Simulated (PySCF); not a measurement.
Si(H)(NH2)3 (H7N3Si), SMILES N[SiH](N)N. Geometry optimised at PBE-D3(BJ)/def2-SVP. Other conformers were not sampled.

Method: PBE-D3(BJ)/def2-SVP in PySCF.

Harmonic wavenumbers (cm⁻¹): 210, 235, 265, 290, 351, 352, 423, 429, 435, 695, 709, 755, 805, 828, 877, 927, 932, 1478, 1487, 1487, 2128, 3483, 3484, 3500, 3584, 3584, 3602. Rotational constants (GHz): 6.806, 5.429, 3.496; symmetry number 1.

Q: Work out the zero-point energy and the ideal-gas rigid-rotor harmonic-oscillator thermochemistry at 298.15 K and 1 atm.

A: ZPE = ½ Σ hcν = ½ × 37331 cm⁻¹ = 53.37 kcal/mol. H − E(el) = 58.34 kcal/mol. Entropy in cal/(mol K): translation 38.95, rotation 25.32, vibration 13.59, total 77.86. G − E(el) = 35.13 kcal/mol. Cp = 27.69 cal/(mol K).
